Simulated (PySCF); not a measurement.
C3H9Si, multiplicity 2. Atoms are numbered in the order given.

```xyz
13

C     -0.1407     1.7816     0.3907
Si    -0.0669     0.0856    -0.3690
C     -1.3902    -1.0367     0.3842
C      1.6330    -0.6908    -0.0829
H     -0.3958     2.6882    -0.1695
H      0.0640     1.9533     1.4551
H     -0.3127     0.2154    -1.8388
H     -1.3454    -2.0447    -0.0605
H     -2.4012    -0.6330     0.2170
H     -1.2404    -1.1381     1.4718
H      2.4331    -0.0828    -0.5338
H      1.6805    -1.7007    -0.5228
H      1.8418    -0.7808     0.9960
```
Charge 0, spin multiplicity 2.

The structure is a stationary point at B3LYP-D3(BJ)/def2-SVP. A frequency run showed that this geometry is not a minimum. The isomer is the one that the SMILES or the coordinates give; other isomers of the formula were not compared.

Method: CAM-B3LYP/def2-TZVP in PySCF.

ESP charges are fitted to the potential on shells at 1.4 to 2.0 van der Waals radii. Atomic charges (e):

| atom | Mulliken | ESP fit | Löwdin | meta-Löwdin | Mulliken spin |
|---|---|---|---|---|---|
| C1 | -0.42 | -0.64 | -0.28 | -0.48 | 1.03 |
| Si2 | 0.41 | 1.01 | 0.23 | 0.82 | 0.00 |
| C3 | -0.48 | -0.84 | -0.45 | -0.59 | 0.02 |
| C4 | -0.48 | -0.82 | -0.45 | -0.59 | 0.02 |
| H5 | 0.14 | 0.18 | 0.11 | 0.13 | -0.04 |
| H6 | 0.13 | 0.20 | 0.11 | 0.12 | -0.03 |
| H7 | -0.07 | -0.22 | -0.03 | -0.13 | 0.00 |
| H8 | 0.13 | 0.19 | 0.13 | 0.12 | 0.01 |
| H9 | 0.13 | 0.19 | 0.13 | 0.12 | 0.00 |
| H10 | 0.12 | 0.20 | 0.13 | 0.12 | 0.00 |
| H11 | 0.13 | 0.18 | 0.13 | 0.12 | 0.00 |
| H12 | 0.13 | 0.18 | 0.13 | 0.12 | 0.01 |
| H13 | 0.12 | 0.19 | 0.13 | 0.12 | 0.00 |

Computed Mayer and Wiberg (Löwdin basis) orders of the bonds:
```
bond    Mayer  Wiberg
------  -----  ------
C1–Si2   1.02    1.31
Si2–C3   0.97    1.17
Si2–C4   0.97    1.17
C1–H5    0.96    0.95
C1–H6    0.95    0.95
Si2–H7   0.97    0.89
C3–H8    0.96    0.91
C3–H9    0.96    0.91
C3–H10   0.95    0.91
C4–H11   0.96    0.91
C4–H12   0.96    0.91
C4–H13   0.95    0.91
```
